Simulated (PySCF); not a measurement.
How methods differ on the excitation energy of Au⁺

Au⁺ [Xe] 4f14 5d10 (1S) → Au⁺ [Xe] 4f14 5d9 6p1 (high-spin determinant), as a difference of total energies. All numbers are calculated (PySCF 2.14, a scalar-relativistic core potential, in aug-cc-pwCVDZ-PP with ECP60MDF (6s6p5d3f, 70 functions)). Correlated levels: valence: 5s2 5p6 frozen; valence and next inner shell: nothing frozen outside the core potential. The calculations carry no spin-orbit coupling.

| method | excitation energy (eV) |
| --- | --- |
| UHF | 8.269 |
| LDA | 9.140 |
| PBE | 8.924 |
| PBE0 | 8.964 |
| r2SCAN | 8.834 |
| CAM-B3LYP | 8.966 |
| M06-2X | 9.271 |
| wB97M-V | 9.133 |
| B2PLYP | 9.066 |
| MP2 (valence) | 9.372 |
| SCS-MP2 (valence) | 9.369 |
| MP2 (valence and next inner shell) | 9.181 |
| SCS-MP2 (valence and next inner shell) | 9.144 |

Q: How much does correlation contribute at MP2 (valence and next inner shell)?

A: 9.181 − (8.269) = 0.912 eV, measured against UHF.

The determinant of the upper state mixes LS terms, which raises its energy above the lowest term, most at the Hartree-Fock and MP2 levels.
